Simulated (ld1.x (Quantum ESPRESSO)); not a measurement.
**u(r) = r·R(r): atom against pseudo-atom (bromine)**

Columns: radius, all-electron u(r) and pseudo u(r) of the 4s shell (level -20.53 eV) of bromine in the configuration [Ar] 3d10 4s1.75 4p5.25; LDA (PZ), scalar-relativistic, TM scheme, ld1.x (Quantum ESPRESSO) 7.5.

| r (bohr) | all-electron | pseudo |
| --- | --- | --- |
| 0.090 | -0.1974 | -0.0789 |
| 0.180 | -0.1699 | -0.1487 |
| 0.270 | 0.1787 | -0.2022 |
| 0.360 | 0.4011 | -0.2367 |
| 0.450 | 0.4200 | -0.2564 |
| 0.540 | 0.2952 | -0.2713 |
| 0.630 | 0.0995 | -0.2939 |
| 0.720 | -0.1145 | -0.3364 |
| 0.810 | -0.3158 | -0.4087 |
| 0.900 | -0.4887 | -0.5117 |
| 0.990 | -0.6272 | -0.6290 |
| 1.080 | -0.7312 | -0.7312 |
| 1.170 | -0.8035 | -0.8035 |
| 1.260 | -0.8482 | -0.8482 |
| 1.350 | -0.8697 | -0.8697 |
| 1.440 | -0.8725 | -0.8725 |
| 1.530 | -0.8607 | -0.8607 |
| 1.620 | -0.8377 | -0.8377 |
| 1.710 | -0.8065 | -0.8065 |
| 1.800 | -0.7696 | -0.7696 |
| 1.890 | -0.7289 | -0.7289 |
| 1.980 | -0.6862 | -0.6862 |
| 2.070 | -0.6425 | -0.6425 |
| 2.160 | -0.5990 | -0.5990 |
| 2.250 | -0.5563 | -0.5563 |
| 2.340 | -0.5149 | -0.5149 |

**Question.** How many radial nodes do the two functions have?

**Answer.** The all-electron 4s function has n − l − 1 = 3 (the table is too coarse to show those close to the nucleus); the pseudo-wave has 0, since the states of the same l below it are removed with the core.

**Question.** At about which radius was the pseudo-wave matched?

**Answer.** 1.10 bohr, where the columns begin to agree (steps of 0.09 bohr).

**Question.** Is the pseudo-wave norm-conserving?

**Answer.** Yes: the TM scheme keeps the norm inside the radius equal to the all-electron one, which fixes the energy derivative of the logarithmic derivative at the level.
